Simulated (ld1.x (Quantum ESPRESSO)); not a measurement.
The numbers below are computed, except where a source is named.
# Potentials for Ga (Z = 31) compared

Generated with ld1.x 7.5 (TM, RRKJ, ultrasoft, PAW), atompaw 4.2 or ONCVPSP 4.0.1. The cutoff is in Ry: for ld1.x and atompaw files where the sum of valence levels is converged to 10 mRy in a Bessel basis, for ONCV files where the hardest occupied wave has 1 mHa per electron of residual kinetic energy. The error is the largest all-electron minus pseudo excitation energy over each file’s own four to seven test configurations (ionisations up to +4, promotions, holes and added fractions of an electron), all of which were solved. The labels leave out finer settings (local radius, basis sizes, second energies), which also bear on the numbers. Spin-polarised tests are not counted. The rows are a selection from randomly drawn settings: files with unsolved tests, undetermined cutoffs or missed reference levels are left out.

A true bound ghost makes a file unfit for plane-wave use even where its test errors are small: the radial tests pick states by their node count and pass the ghost by.

```tsv
potential	cutoff (Ry)	largest error (meV)	bound ghosts
TM, LDA (PZ), scalar-relativistic, rc 1.55/2.45/2.60 (spd), local s, core correction yes, reference 4s2 4p1	25	-179	none
TM, PBE, scalar-relativistic, rc 1.35/2.40 (sp), local smoothed, core correction no, reference 4s2 4p1	40	+117	none
TM, BLYP, scalar-relativistic, rc 1.40/1.70/1.35 (spd), local s, core correction no, reference 4s1 4p0	35	+415	d
PAW, PBE, scalar-relativistic, rc 2.10/2.10/2.25 (spd), local smoothed, core correction yes, reference 4s1 4p2	6	-99	none
```

Fill in the row for Ga: TM semilocal, PBEsol, scalar-relativistic, rc 1.90/2.72 (sp), local p, core correction no, reference 4s1.75 4p1.25.

cutoff 15 Ry, largest error +53 meV, bound ghosts: none.
